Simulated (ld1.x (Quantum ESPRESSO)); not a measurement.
Building the PAW potential for zirconium (Zr) (PBE, fully relativistic).

ld1.x (Quantum ESPRESSO) 7.5 was run on this input:

```
&input
   title='Zr', zed=40., rel=2, dft='PBE', iswitch=3,
   config='[Kr] 4d2 5s2 5p0', rel_dist='average',
   nld=5, rlderiv=4.05, eminld=-2.0, emaxld=5.0, deld=0.02
 /
 &inputp
   pseudotype=3, lpaw=.true., tm=.true., lloc=-1, rcloc=1.85,
   nlcc=.true., new_core_ps=.true.,
   which_augfun='BESSEL', rmatch_augfun=1.90,
   file_pseudopw='Zr.UPF', file_wfcaegen='ae.wfc', file_wfcncgen='nc.wfc', file_beta='beta', file_chi='chi', file_wfcusgen='us.wfc'
 /
6
5S  1  0   2.00   0.00  3.20  3.40  0.0
5S  1  0   0.00   0.10  3.20  3.40  0.0
5P  2  1   0.00   0.00  2.90  3.75  0.0
5P  2  1   0.00   0.95  2.90  3.75  0.0
4D  3  2   2.00   0.00  1.75  2.00  0.0
4D  3  2   0.00   0.80  1.75  2.00  0.0
 &test
   configts(1)='4d2 5s2 5p0'
 /
```

Command:

```bash
ld1.x < Zr.in > Zr.out
```

Resulting log (shortened: banner, matrices, multipoles, cross overlaps and the repeated all-electron block are left out):

```
[... start of the log left out ...]
     Fully relativistic calculation: |psi|^2

     Wfc 5S LC norm =  0.99997263 SC norm =  0.00002633 missing  0.00000104
     Speed at rcutus      0.317 a.u.,  v/c =  0.002311,  (v/c)^2 =  0.00000534

     Wfc 5P LC norm =  0.99998556 SC norm =  0.00001436 missing  0.00000008
     Speed at rcutus      0.313 a.u.,  v/c =  0.002281,  (v/c)^2 =  0.00000520

     Wfc 5P LC norm =  0.99998626 SC norm =  0.00001177 missing  0.00000197
     Speed at rcutus      0.308 a.u.,  v/c =  0.002249,  (v/c)^2 =  0.00000506

     Wfc 4D LC norm =  0.99992193 SC norm =  0.00007805 missing  0.00000001
     Speed at rcutus      0.879 a.u.,  v/c =  0.006413,  (v/c)^2 =  0.00004112

     Wfc 4D LC norm =  0.99992359 SC norm =  0.00007575 missing  0.00000066
     Speed at rcutus      0.879 a.u.,  v/c =  0.006414,  (v/c)^2 =  0.00004114
      Wfc-us  5S rcutus= 3.442  Estimated cut-off energy=     3.87 Ry
      Wfc-us  5S rcutus= 3.442  Estimated cut-off energy=     4.71 Ry
      Wfc-us  5P rcutus= 3.710  Estimated cut-off energy=     5.33 Ry
      Wfc-us  5P rcutus= 3.710  Estimated cut-off energy=     5.31 Ry
      Wfc-us  5P rcutus= 3.710  Estimated cut-off energy=     7.90 Ry
      Wfc-us  5P rcutus= 3.710  Estimated cut-off energy=     7.71 Ry
      Wfc-us  4D rcutus= 1.986  Estimated cut-off energy=    28.67 Ry
      Wfc-us  4D rcutus= 1.986  Estimated cut-off energy=    28.64 Ry
      Wfc-us  4D rcutus= 1.986  Estimated cut-off energy=    32.86 Ry
      Wfc-us  4D rcutus= 1.986  Estimated cut-off energy=    32.68 Ry

     Required augmentation: BESSEL   radius:    1.900000
     Suggested rho cutoff for augmentation:  27.13 Ry

 %%%%%%%%%%%%%%%%%%%%%%%%%%%%%%%%%%%%%%%%%%%%%%%%%%%%%%%%%%%%%%%%%%%%%%%%%%%%%%
     Error in routine new_paw_hamiltonian (1):
     negative rho
 %%%%%%%%%%%%%%%%%%%%%%%%%%%%%%%%%%%%%%%%%%%%%%%%%%%%%%%%%%%%%%%%%%%%%%%%%%%%%%

     stopping ...
```

The run stopped because the spherical valence density built from the smooth waves and the augmentation charge turned negative at some radius.

The run took about 0.19 s on one core of a shared server CPU.
